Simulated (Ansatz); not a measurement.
Steps of a relaxation of CH₄B₂F₂O₂, SMILES `OBCOB(F)F` with RKS PBE0-D4/def2-TZVP.

```sh
$ ansatz run in.yaml --threads 4 --pin off --events-out ev --progress --plain --max-ram 10444MiB
```

```yaml
crystal:
  periodic: [false, false, false]
  atoms:
    - {symbol: O, position_ang: [-0.718058, -2.001671, -0.742786]}
    - {symbol: B, position_ang: [0.031903, -1.691186, 0.337417]}
    - {symbol: C, position_ang: [0.555469, -0.201917, 0.506374]}
    - {symbol: O, position_ang: [0.077202, 0.589493, -0.604846]}
    - {symbol: B, position_ang: [-0.287217, 1.886177, -0.469299]}
    - {symbol: F, position_ang: [-0.222759, 2.532861, 0.698774]}
    - {symbol: F, position_ang: [-0.743086, 2.539437, -1.535673]}
    - {symbol: H, position_ang: [-0.820652, -1.195542, -1.297658]}
    - {symbol: H, position_ang: [0.285845, -2.570720, 1.139400]}
    - {symbol: H, position_ang: [0.237442, 0.239990, 1.476804]}
    - {symbol: H, position_ang: [1.669312, -0.183922, 0.512094]}
basis:
  gaussian: {orbitals: def2-TZVP}
hamiltonian: {xc: pbe0, dispersion: d4}
relax: {f_tol: 0.005, max_steps: 150}
```

Positions (Å) and forces (eV/Å) along the path, 12 of 38 steps:

```xyz
11
step=1 energy=-11980.9271 eV
O    -0.718   -2.002   -0.743    0.168    0.759   -0.089
B     0.032   -1.691    0.337   -0.047   -0.226    0.008
C     0.555   -0.202    0.506    0.188    0.083    0.268
O     0.077    0.589   -0.605   -0.024    0.423    0.308
B    -0.287    1.886   -0.469    0.002   -0.090    0.020
F    -0.223    2.533    0.699   -0.031   -0.240   -0.543
F    -0.743    2.539   -1.536    0.212   -0.262    0.501
H    -0.821   -1.196   -1.298    0.027   -0.652    0.360
H     0.286   -2.571    1.139   -0.075    0.377   -0.284
H     0.237    0.240    1.477    0.128   -0.203   -0.503
H     1.669   -0.184    0.512   -0.546    0.031   -0.046
11
step=10 energy=-11980.9703 eV
O    -0.677   -2.052   -0.745   -0.006    0.005    0.005
B     0.053   -1.695    0.324   -0.002   -0.002   -0.004
C     0.499   -0.196    0.507   -0.013    0.008    0.007
O    -0.003    0.594   -0.581   -0.001   -0.007   -0.007
B    -0.259    1.904   -0.458    0.010    0.002   -0.002
F    -0.073    2.568    0.674    0.001    0.001   -0.004
F    -0.723    2.567   -1.501   -0.003    0.000    0.005
H    -0.850   -1.289   -1.314    0.007   -0.005   -0.001
H     0.353   -2.537    1.121    0.007   -0.002   -0.004
H     0.152    0.205    1.467   -0.001   -0.004    0.006
H     1.593   -0.125    0.527    0.001    0.003   -0.002
11
step=13 energy=-11980.9715 eV
O    -0.656   -2.071   -0.754    0.002    0.001   -0.006
B     0.067   -1.706    0.318   -0.002    0.006   -0.001
C     0.463   -0.194    0.519    0.002    0.002   -0.007
O    -0.063    0.588   -0.564    0.009    0.037    0.020
B    -0.245    1.914   -0.462   -0.001   -0.014    0.029
F     0.035    2.592    0.644   -0.003   -0.030   -0.049
F    -0.732    2.576   -1.494    0.004    0.002    0.006
H    -0.852   -1.307   -1.313   -0.002   -0.005    0.005
H     0.398   -2.547    1.101    0.000    0.003   -0.002
H     0.096    0.185    1.479    0.003   -0.006    0.003
H     1.555   -0.087    0.547   -0.014    0.002    0.003
11
step=14 energy=-11980.9718 eV
O    -0.647   -2.075   -0.759    0.002    0.003   -0.002
B     0.070   -1.707    0.315    0.004   -0.002    0.007
C     0.453   -0.194    0.523    0.011    0.020   -0.010
O    -0.075    0.587   -0.560   -0.016    0.011    0.011
B    -0.242    1.915   -0.462    0.005   -0.006   -0.008
F     0.075    2.597    0.629   -0.001   -0.004   -0.001
F    -0.745    2.575   -1.488    0.001    0.003   -0.003
H    -0.850   -1.311   -1.314   -0.002    0.001   -0.004
H     0.406   -2.548    1.097    0.002   -0.003    0.002
H     0.079    0.179    1.483    0.000   -0.011    0.002
H     1.543   -0.075    0.557   -0.005   -0.011    0.006
11
step=15 energy=-11980.9721 eV
O    -0.637   -2.081   -0.764   -0.005    0.005   -0.002
B     0.075   -1.710    0.312    0.008   -0.006    0.000
C     0.440   -0.193    0.528    0.006    0.012   -0.007
O    -0.096    0.587   -0.552   -0.019    0.000    0.019
B    -0.237    1.918   -0.464    0.021    0.023    0.002
F     0.119    2.605    0.612   -0.013   -0.020   -0.020
F    -0.752    2.577   -1.484    0.002   -0.003    0.005
H    -0.851   -1.315   -1.314    0.001   -0.002   -0.003
H     0.421   -2.551    1.089    0.001   -0.002    0.003
H     0.058    0.169    1.490   -0.001   -0.002    0.000
H     1.528   -0.063    0.567    0.000   -0.004    0.003
11
step=19 energy=-11980.9726 eV
O    -0.619   -2.091   -0.773    0.000   -0.001   -0.001
B     0.086   -1.715    0.306   -0.002    0.004   -0.004
C     0.412   -0.192    0.539   -0.004    0.014   -0.002
O    -0.148    0.586   -0.530    0.003    0.007    0.009
B    -0.228    1.924   -0.467    0.003   -0.074   -0.001
F     0.200    2.613    0.580   -0.003    0.029   -0.007
F    -0.756    2.582   -1.481    0.003    0.025    0.009
H    -0.853   -1.325   -1.314    0.000    0.000    0.000
H     0.454   -2.555    1.074    0.001   -0.002    0.001
H     0.020    0.149    1.505    0.001   -0.002   -0.004
H     1.497   -0.034    0.581   -0.002    0.001   -0.001
11
step=23 energy=-11980.9729 eV
O    -0.596   -2.101   -0.785   -0.008    0.014   -0.002
B     0.098   -1.719    0.300    0.010    0.008    0.002
C     0.381   -0.190    0.553    0.005   -0.023    0.014
O    -0.204    0.585   -0.504   -0.001    0.055    0.001
B    -0.218    1.927   -0.471    0.025    0.016    0.020
F     0.294    2.623    0.535   -0.021   -0.053   -0.039
F    -0.762    2.588   -1.474   -0.007   -0.008    0.002
H    -0.857   -1.334   -1.313    0.007   -0.010    0.004
H     0.492   -2.560    1.055   -0.001    0.005   -0.004
H    -0.023    0.124    1.523    0.001    0.000   -0.002
H     1.461   -0.001    0.601   -0.009   -0.004    0.002
11
step=24 energy=-11980.9730 eV
O    -0.599   -2.100   -0.783    0.001    0.009   -0.006
B     0.097   -1.719    0.300   -0.002    0.007    0.006
C     0.383   -0.190    0.552    0.009   -0.014    0.005
O    -0.198    0.585   -0.506    0.002    0.037    0.003
B    -0.219    1.926   -0.471    0.007   -0.005    0.015
F     0.288    2.622    0.538   -0.009   -0.027   -0.024
F    -0.764    2.588   -1.474   -0.002    0.000   -0.001
H    -0.855   -1.333   -1.314    0.001   -0.007    0.006
H     0.488   -2.559    1.057    0.000    0.003   -0.003
H    -0.020    0.127    1.521    0.000   -0.001   -0.003
H     1.463   -0.003    0.600   -0.007   -0.001    0.002
11
step=29 energy=-11980.9731 eV
O    -0.588   -2.101   -0.789    0.000    0.002   -0.001
B     0.103   -1.719    0.297    0.002   -0.001   -0.001
C     0.370   -0.190    0.560   -0.001    0.003   -0.002
O    -0.221    0.585   -0.494    0.002    0.005    0.008
B    -0.214    1.927   -0.474    0.004    0.002    0.007
F     0.335    2.621    0.513   -0.006   -0.009   -0.012
F    -0.773    2.588   -1.469    0.002    0.000    0.002
H    -0.855   -1.333   -1.313    0.001   -0.002    0.001
H     0.506   -2.561    1.047   -0.001    0.001    0.000
H    -0.043    0.115    1.530    0.001   -0.001   -0.002
H     1.446    0.011    0.614   -0.002   -0.001    0.000
11
step=30 energy=-11980.9731 eV
O    -0.584   -2.102   -0.792    0.001    0.002   -0.002
B     0.106   -1.720    0.295   -0.001    0.001    0.001
C     0.363   -0.189    0.564    0.000    0.000   -0.005
O    -0.232    0.585   -0.489    0.001    0.006    0.014
B    -0.212    1.927   -0.475    0.011    0.008    0.009
F     0.357    2.621    0.501   -0.014   -0.015   -0.021
F    -0.777    2.588   -1.467    0.003    0.000    0.007
H    -0.855   -1.334   -1.313    0.000   -0.002    0.001
H     0.513   -2.561    1.042    0.000    0.000    0.000
H    -0.052    0.109    1.534    0.001    0.000   -0.004
H     1.438    0.018    0.620   -0.001    0.000    0.000
11
step=31 energy=-11980.9731 eV
O    -0.583   -2.102   -0.793    0.000    0.002    0.000
B     0.106   -1.720    0.295    0.002   -0.001   -0.001
C     0.362   -0.189    0.565   -0.004    0.003   -0.003
O    -0.234    0.585   -0.487    0.002    0.004    0.011
B    -0.211    1.927   -0.475    0.010    0.008    0.010
F     0.360    2.621    0.499   -0.013   -0.014   -0.020
F    -0.777    2.588   -1.467    0.003   -0.001    0.007
H    -0.855   -1.334   -1.313    0.000   -0.002    0.000
H     0.514   -2.561    1.042   -0.001    0.000    0.000
H    -0.054    0.108    1.535    0.001    0.000   -0.003
H     1.437    0.019    0.620   -0.001   -0.001    0.000
11
step=38 energy=-11980.9732 eV
O    -0.572   -2.103   -0.799    0.000    0.001    0.000
B     0.112   -1.720    0.292    0.000    0.001    0.001
C     0.348   -0.189    0.573    0.001   -0.002   -0.001
O    -0.259    0.586   -0.472    0.001    0.003    0.000
B    -0.207    1.927   -0.477    0.001   -0.002    0.003
F     0.403    2.620    0.473   -0.001   -0.002   -0.002
F    -0.783    2.589   -1.463    0.000    0.001   -0.001
H    -0.855   -1.335   -1.314    0.000   -0.001    0.000
H     0.530   -2.562    1.033    0.000    0.000    0.000
H    -0.072    0.096    1.545    0.000    0.000    0.000
H     1.420    0.033    0.631    0.000    0.000    0.000
```

Run time 3.1 min (4 threads of an Arm Neoverse V1 on a shared host); peak host memory 0.67 GiB.
